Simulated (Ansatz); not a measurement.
Correlation energies of C₃H₅BClF (`C=C(C)B(F)Cl`) by basis set

```xyz
11

C    -1.0964   -1.0325    0.0978
C    -0.0919   -0.1529    0.0294
C    -0.2916    1.2492   -0.4576
B     1.3070   -0.6420    0.4780
F     1.4994   -1.8755    0.9110
Cl    2.7181    0.4072    0.4394
H    -2.1089   -0.7702   -0.1980
H    -0.9379   -2.0450    0.4523
H     0.3379    1.4556   -1.3275
H    -0.0037    1.9750    0.3079
H    -1.3321    1.4313   -0.7327
```

Total charge 0; spin multiplicity 1. Geometry: relaxed with PBE0-D4/def2-TZVP. It is one conformer, not always the lowest. Frozen core, restricted reference, Ansatz. CBS rows extrapolate triple and quadruple zeta; past MP2 they add the triple-zeta difference.

| basis | HF (Eh) | MP2 corr. |
| --- | --- | --- |
| def2-SVP | -699.91143 | -0.80180 |
| def2-TZVPP | -700.34715 | -1.02404 |
| def2-QZVPP | -700.37033 | -1.10509 |

(1) Estimate the CCSD correlation energy and the (T) correction in each basis where they were run (hartree).

## Answers

(1) 
| basis | CCSD corr. | (T) |
| --- | --- | --- |
| def2-SVP | -0.85324 | -0.02502 |
| def2-TZVPP | -1.06922 | -0.04425 |
| CBS(def2) | -1.21031 | as TZ |
